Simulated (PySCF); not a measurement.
C4H7FO2.

```xyz
14

O     -1.6018    -0.2733     1.2175
C     -1.1383    -0.5058    -0.0914
C      0.0842    -1.4480    -0.0637
C      0.9963    -0.2072     0.0533
O      2.2062    -0.2810    -0.6428
C     -0.1671     0.6086    -0.5369
F     -0.4248     1.8589    -0.0061
H     -1.8490     0.6616     1.2703
H     -1.9627    -0.7607    -0.7824
H      0.2436    -1.9525    -1.0280
H      0.1078    -2.1777     0.7562
H      1.1251     0.0717     1.1144
H      2.7468     0.4845    -0.4092
H     -0.0741     0.6928    -1.6319
```
Charge 0, spin multiplicity 1.

Geometry optimised at B3LYP-D3(BJ)/def2-SVP. The structure was generated by enumeration; whether it is a known compound was not checked. Other conformers were not sampled.

Method: PBE/pcSseg-1 (PySCF). Non-relativistic, no solvent.

Computed absolute GIAO shielding of each atom: isotropic value and principal components (ppm):
| atom | σ(iso) | σ11 | σ22 | σ33 | span |
|---|---|---|---|---|---|
| O1 | 294.6 | 259.9 | 289.0 | 335.0 | 75.1 |
| C2 | 112.0 | 91.1 | 96.2 | 148.7 | 57.6 |
| C3 | 147.9 | 129.9 | 140.9 | 172.9 | 43.0 |
| C4 | 99.9 | 73.8 | 94.4 | 131.5 | 57.7 |
| O5 | 269.0 | 240.9 | 250.9 | 315.2 | 74.3 |
| C6 | 79.5 | 52.2 | 65.5 | 120.6 | 68.4 |
| F7 | 370.3 | 311.6 | 372.0 | 427.4 | 115.8 |
| H8 | 30.0 | 20.4 | 28.4 | 41.1 | 20.7 |
| H9 | 26.8 | 21.6 | 26.6 | 32.2 | 10.6 |
| H10 | 29.8 | 26.9 | 28.1 | 34.3 | 7.4 |
| H11 | 28.9 | 26.0 | 26.6 | 34.1 | 8.1 |
| H12 | 26.6 | 22.2 | 27.1 | 30.4 | 8.2 |
| H13 | 30.2 | 21.5 | 27.0 | 42.0 | 20.5 |
| H14 | 26.9 | 24.0 | 27.6 | 29.0 | 5.1 |
